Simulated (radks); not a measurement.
Species: the cadmium ion Cd5+. Configuration: [Kr] 4d(3/2: 4, 5/2: 2) 5p(1/2: 1, 3/2: 0) (not the ground configuration). All-electron calculation, Dirac Kohn-Sham, BLYP, spin-unpolarised, spherical densities, finite nucleus; Fermi nuclear charge, rms radius 4.6087 fm. Program: a radial shooting solver on a logarithmic mesh with Libxc functionals.

Spin-orbit splittings of the eigenvalues, e(l+1/2) - e(l-1/2), with zeta = 2 splitting/(2l+1) and mean radii in bohr:

| shell | occ. | splitting (eV) | zeta (eV) | <r> j=l-1/2 | <r> j=l+1/2 |
|---|---|---|---|---|---|
| 2p | 6 | 192.5 | 128.4 | 0.1112 | 0.1164 |
| 3p | 6 | 34.44 | 22.96 | 0.3492 | 0.3602 |
| 3d | 10 | 7.007 | 2.803 | 0.3322 | 0.3358 |
| 4p | 6 | 6.308 | 4.205 | 0.9075 | 0.9336 |
| 4d | 6 | 0.9364 | 0.3746 | 1.086 | 1.095 |
| 5p | 1 | 1.169 | 0.7795 | 2.180 | 2.228 |
